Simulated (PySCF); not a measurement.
**How methods differ on the excitation energy of Ru⁺**

Ru⁺ [Kr] 4d7 (4F) → Ru⁺ [Kr] 4d6 5s1 (6D), as a difference of total energies. Calculation: PySCF 2.14, in aug-cc-pwCVDZ-PP with ECP28MDF (6s6p5d3f, 70 functions); a scalar-relativistic core potential. Correlated levels: valence: 4s2 4p6 frozen; valence and next inner shell: nothing frozen outside the core potential. The calculations carry no spin-orbit coupling.

```json
{"method": "UHF", "excitation energy (eV)": "0.338"}
{"method": "LDA", "excitation energy (eV)": "0.749"}
{"method": "PBE", "excitation energy (eV)": "0.848"}
{"method": "PBE0", "excitation energy (eV)": "0.901"}
{"method": "r2SCAN", "excitation energy (eV)": "0.537"}
{"method": "CAM-B3LYP", "excitation energy (eV)": "1.107"}
{"method": "wB97M-V", "excitation energy (eV)": "1.308"}
{"method": "M06-2X", "excitation energy (eV)": "1.553"}
{"method": "r2SCAN0", "excitation energy (eV)": "0.661"}
{"method": "MP2 (valence)", "excitation energy (eV)": "0.931"}
{"method": "SCS-MP2 (valence)", "excitation energy (eV)": "1.400"}
{"method": "MP2 (valence and next inner shell)", "excitation energy (eV)": "0.547"}
{"method": "SCS-MP2 (valence and next inner shell)", "excitation energy (eV)": "0.862"}
```

Errors of the correlated levels include the incompleteness of this basis and the frozen core.

Q: Which method comes closest to the reference value, and which is furthest?

A: The reference is 1.090 eV (measured; NIST levels, between the centres of gravity of the two terms). Closest: CAM-B3LYP (error 0.017 eV); furthest: UHF (error -0.752 eV).
